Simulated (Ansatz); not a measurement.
Cost and result for the atomization energy of `CCCC(=O)N(C)C` (21 atoms, 20 bonds).

```tsv
atom	x (Å)	y (Å)	z (Å)
C1	-2.8917	1.2378	-1.0062
C2	-2.1019	0.0528	-0.4797
C3	-0.6413	0.3954	-0.2586
C4	0.1561	-0.7841	0.2679
O5	-0.3767	-1.8605	0.4704
N6	1.4852	-0.5872	0.5026
C7	2.1927	0.6464	0.2912
C8	2.2824	-1.6786	1.0030
H9	-3.9408	0.9768	-1.1608
H10	-2.8606	2.0805	-0.3090
H11	-2.4946	1.5894	-1.9633
H12	-2.1699	-0.7897	-1.1721
H13	-2.5306	-0.3052	0.4594
H14	-0.5570	1.2325	0.4445
H15	-0.1944	0.7454	-1.1966
H16	1.5347	1.4232	-0.0859
H17	2.6384	1.0015	1.2277
H18	3.0051	0.5067	-0.4315
H19	1.6428	-2.5491	1.1252
H20	2.7304	-1.4171	1.9678
H21	3.0917	-1.9168	0.3041
```

Total charge 0; spin multiplicity 1. All single points use the PBE0-D4/def2-TZVP geometry. It is one conformer, not always the lowest. Program: Ansatz. All runs use 2 threads of an AMD EPYC 7R13 on a shared host and a share of an NVIDIA H100 80 GB. Times are those of one run each, without the atoms' runs, and a repeat can differ threefold. Electronic energies, without spin–orbit coupling; frozen cores. CCSD(T)/CBS adds CCSD(T) − MP2 in def2-TZVPP to the MP2 limit, and its time is that of the two runs behind it. T1 = 0.012. B3LYP takes the VWN-RPA correlation (the form of Gaussian; ORCA's B3LYP/G).

CCSD(T)/CBS is a level of theory with its own doubt, some kJ/mol a heavy atom from the limit and from the frozen cores, so smaller differences don't rank the functionals.

```
                             level  functions  wall time  atomization (kJ/mol)  difference from CCSD(T)/CBS  per bond
                PBE0-D4/def2-TZVPP        430      2.6 s                8583.5                         81.2       4.1
                 B2PLYP/def2-TZVPP        430      3.2 s                8437.5                        -64.8      -3.2
                ωB97X-V/def2-TZVPP        430      3.6 s                8535.4                         33.1       1.7
r2SCAN-D4/def2-TZVPP (with forces)        430      4.3 s                8536.5                         34.2       1.7
   PBE-D4/def2-TZVPP (with forces)        430      4.6 s                8734.1                        231.8      11.6
  ωB97M-V/def2-TZVPP (with forces)        430      4.9 s                8541.7                         39.4       2.0
 B3LYP-D4/def2-TZVPP (with forces)        430      5.5 s                8531.9                         29.6       1.5
                    MP2/def2-QZVPP        846       15 s                8542.9                         40.6       2.0
                CCSD(T)/def2-TZVPP        430       40 s                8304.3                       -198.0      -9.9
                 CCSD(T)/CBS(def2)          –       54 s                8502.3                          0.0       0.0
```

From PBE to PBE0 (25 % exact exchange), in def2-TZVPP and without D4, the atomization energy moves by −143.8 kJ/mol: exact exchange takes away binding that semilocal exchange gives to molecules. The D4 term adds +68.9 kJ/mol with B3LYP and +37.0 kJ/mol with PBE0; it sums over pairs of atoms, weighted by their polarisabilities, and B3LYP, whose exchange is more repulsive, gets the larger term. In def2-TZVPP, CCSD(T) changes the Hartree–Fock value by +2081.2 kJ/mol (the triples alone add +123.4 kJ/mol) and MP2 by +2203.4 kJ/mol; breaking electron pairs costs correlation energy, which Hartree–Fock lacks.
